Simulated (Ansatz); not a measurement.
Reaction (formal exchange of groups at the Si–O bond): `O[SiH2]O[Si](F)(Cl)Cl` + `FC[SiH3]` → `O[SiH2][SiH2]CF` + `O[Si](F)(Cl)Cl`

Gas-phase electronic energies from Ansatz, PBE0-D4/def2-TZVP geometries. CCSD(T)/CBS adds triple-zeta CCSD(T) − MP2 to the extrapolated MP2 energy (def2 sets, frozen cores). Functionals use def2-TZVPP. One conformer a species, not always the lowest.

`O[SiH2]O[Si](F)(Cl)Cl`:

```xyz
10

O     1.723    1.327    0.506
Si    0.321    0.797    1.153
O    -0.619    0.049    0.026
Si   -0.755   -1.095   -1.080
F    -0.293   -0.531   -2.480
Cl    0.409   -2.689   -0.641
Cl   -2.684   -1.661   -1.248
H     1.706    2.073   -0.095
H     0.698   -0.180    2.192
H    -0.505    1.911    1.668
```

`FC[SiH3]`:

```xyz
8

F     0.568    0.232   -1.836
C     0.463   -0.526   -0.674
Si   -0.434    0.455    0.676
H     1.474   -0.804   -0.356
H    -0.075   -1.449   -0.916
H    -0.514   -0.406    1.887
H    -1.804    0.807    0.224
H     0.322    1.692    0.994
```

`O[SiH2][SiH2]CF`:

Z-matrix (Å, degrees):
```
Si
Si 1 2.351
O 1 1.655 2 112.0
H 1 1.490 2 109.3 3 123.8
H 1 1.485 2 109.8 3 -116.9
C 2 1.903 1 110.7 3 176.8
H 2 1.491 1 110.7 3 -62.0
H 2 1.491 1 111.0 3 58.0
H 3 0.958 1 117.5 2 65.4
F 6 1.392 2 110.2 1 53.8
H 6 1.095 2 111.5 1 173.8
H 6 1.095 2 111.0 1 -66.0
```

`O[Si](F)(Cl)Cl`:

```xyz
6

O     1.196    0.500    0.277
Si   -0.190   -0.180   -0.186
F    -0.260   -1.692    0.264
Cl   -1.791    0.747    0.641
Cl   -0.265   -0.114   -2.195
H     1.310    0.739    1.199
```

**Question.** Is it downhill or uphill in electronic energy at CCSD(T)/CBS, and by how much? (Best estimate.)

**Answer.** Ansatz gave: Uphill: ΔE = +142.3 kJ/mol.

**Question.** What do these levels give: r2SCAN-D4, ωB97M-V, r2SCAN, SCS-MP2/def2-TZVPP, HF/def2-QZVPP, SCS-MP2/def2-QZVPP? (An estimate is asked.)

**Answer.** Ansatz gave: r2SCAN-D4 134.3, ωB97M-V 143.6, r2SCAN 133.6, SCS-MP2/def2-TZVPP 152.7, HF/def2-QZVPP 170.2, SCS-MP2/def2-QZVPP 153.3 kJ/mol.

Largest T1 diagnostic among the species: 0.012.

From PBE to PBE0 (25 % exact exchange), in def2-TZVPP and without D4, ΔE moves by +10.0 kJ/mol. In def2-TZVPP, CCSD(T) changes the Hartree–Fock value by −24.6 kJ/mol (the triples alone add −3.4 kJ/mol) and MP2 by −18.1 kJ/mol.
